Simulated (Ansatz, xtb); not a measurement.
# BH2O2P: 4 structures ranked

4 gas-phase structures of BH2O2P, found in a search over its isomers (lower ones may exist). Each was relaxed with GFN2-xTB:

A. a singlet given by its coordinates
B. a singlet given by its coordinates
C. `[BH2-]1OP=[O+]1`, a singlet
D. `BOP=O`, a singlet

B (Å):

```xyz
6

B    -2.2329    2.9131    1.3044
O    -3.2672    3.0223    0.7135
O    -1.1488    2.8793    2.0110
P     0.3319    2.1403    2.1840
H     0.2383    2.0897    3.5859
H     1.0403    3.3547    2.2317
```

Close contacts (Å): B1–O2 1.20, B1–O3 1.29, O3–P4 1.66, P4–H5 1.41, P4–H6 1.41.

A (Å):

```xyz
6

B    -0.0054    0.3883   -0.7931
O    -0.1869    0.3127    0.5725
O     1.3637    0.3466   -0.9492
P     1.4980    0.3106    0.7388
H    -0.8170    0.4803   -1.6176
H     1.6193   -1.1016    0.8315
```

Close contacts (Å): B1–O2 1.38, B1–O3 1.38, B1–P4 2.15, O2–P4 1.69, O3–P4 1.69, B1–H5 1.16, P4–H6 1.42.

Make a reasoned guess at their ranking by r2SCAN-D4/def2-SVP single-point energy.

Calculated order at r2SCAN-D4/def2-SVP: B (0.0), A (8.9), C (94.1), D (104.2) kJ/mol. CCSD(T)/def2-TZVPP after further relaxation puts A lowest instead.

Energies above the lowest of each column, in kJ/mol; the last columns are at PBE0-D3(BJ)/def2-SVP geometries and were run for some of them only (a dash: not run or not comparable):

```csv
structure,GFN2-xTB,HF/STO-3G,r2SCAN-D4/def2-SVP,PBE0-D3(BJ)/def2-SVP,CCSD(T)/def2-TZVPP
B,0.0,32.4,0.0,0.0,12.2
A,25.2,0.0,8.9,7.5,0.0
C,71.2,154.1,94.1,–,–
D,38.3,272.8,104.2,–,–
```

CCSD(T)/def2-TZVPP puts A lowest of those it was run on; GFN2-xTB picks B, r2SCAN-D4/def2-SVP picks B, PBE0-D3(BJ)/def2-SVP picks B. CCSD(T)/def2-TZVPP orders those it was run on as A (0.0), B (12.2) kJ/mol. Flexible structures stand in one conformer each, not always the lowest. Frequencies (PBE0-D3(BJ)/def2-SVP) were run for A, B alone.

Over these structures GFN2-xTB departs from r2SCAN-D4/def2-SVP by 26.3 kJ/mol on average once a common shift is removed. A GFN2-xTB relaxation took about 0.073 s and the r2SCAN-D4/def2-SVP energy about 0.94 s on a shared host (Ansatz 0.2.0, xtb 6.7.1).
